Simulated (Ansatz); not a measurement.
Species: SiH$_{5}$, net charge -1, singlet state. 
Structure (B3LYP-D3(BJ)/def2-TZVP (Ansatz, a quantum-chemistry and plane-wave program) minimum search):
SMILES: [SiH5-]
```xyz
6

Si     0.0000     0.0000     0.0000
H     -0.0176    -0.0230     1.6156
H      0.0176     0.0230    -1.6156
H      1.5301     0.0063     0.0168
H     -0.7707     1.3219     0.0104
H     -0.7594    -1.3282    -0.0272
```
Charge -1, spin multiplicity 1.

Basis-set convergence of Hartree-Fock and CCSD(T) correlation energies (hartree) with Ansatz. Cores are frozen in the correlated levels unless marked. Spin-orbit coupling is left out. No relativistic terms.

```tsv
basis	functions	E(HF)	E(corr, CCSD(T))
aug-cc-pV(D+d)Z	77	-291.76003	-0.20248
aug-cc-pV(T+d)Z	170	…	…
```

### Question
Complete the blanks.

### Answer

- aug-cc-pV(T+d)Z, E(HF): -291.77517
- aug-cc-pV(T+d)Z, E(corr, CCSD(T)): -0.23005
